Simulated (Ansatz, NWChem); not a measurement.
Ansatz → NWChem

Ansatz 0.2.0 runs this on MoO3 (molybdenum trioxide):

input.yaml:
```yaml
crystal:
  periodic: [false, false, false]
  atoms:
    - {symbol: O, position_ang: [-0.968000, -0.149800, 1.262500]}
    - {symbol: Mo, position_ang: [-0.138100, -0.336500, -0.200300]}
    - {symbol: O, position_ang: [1.507000, -0.607600, 0.088800]}
    - {symbol: O, position_ang: [-0.345200, 1.033600, -1.171400]}
basis:
  gaussian:
    orbitals: def2-SVPD
accuracy: high
hamiltonian:
  xc: {name: CAM-B3LYP}
output: {orbitals: {seedname: orbitals}}
```

```bash
$ ansatz run input.yaml --threads 1 --pin off --max-ram 3480MiB --events-out events.jsonl --progress --plain --runs-dir runs
```

The coordinates come from a PBE0-D4/def2-TZVP relaxation.

It gives a total energy of -293.632755 Eh.

**Question.** Write the same calculation for NWChem 7.3.0 as an ASE script, asking for the gradient.

**Answer.** One way, which was run:

run.py:
```python
from ase import Atoms
from ase.calculators.nwchem import NWChem

system = Atoms('OMoOO', positions=[
    [-0.968000, -0.149800, 1.262500],
    [-0.138100, -0.336500, -0.200300],
    [1.507000, -0.607600, 0.088800],
    [-0.345200, 1.033600, -1.171400],
])

calc = NWChem(
    label='sp',
    theory='dft',
    memory='2200 mb',
    basis='def2-SVPD',
    basispar='spherical bse',
    dft={'xc': 'xcamb88 1.00 lyp 0.81 vwn_5 0.19 hfexch 1.00', 'cam': '0.33 cam_alpha 0.19 cam_beta 0.46', 'mult': '1', 'grid': 'fine', 'convergence': 'energy 1e-08', 'direct': None, 'iterations': '100', 'mulliken': None},
    **{'ecp bse': {'Mo library': 'def2-SVPD'}},
)
system.calc = calc

forces = system.get_forces()
print("Total energy (eV):", round(system.get_potential_energy(), 6))
print("forces (eV/A):")
for s, f in zip(system.symbols, forces):
    print(f"{s:2s} {f[0]:10.5f} {f[1]:10.5f} {f[2]:10.5f}")
print("dipole (e A):", system.get_dipole_moment().round(4))
```

```bash
$ export ASE_NWCHEM_COMMAND="nwchem PREFIX.nwi > PREFIX.nwo"
$ python run.py
```

Its energy is -293.632755 Eh, 0.000 mEh from the first.
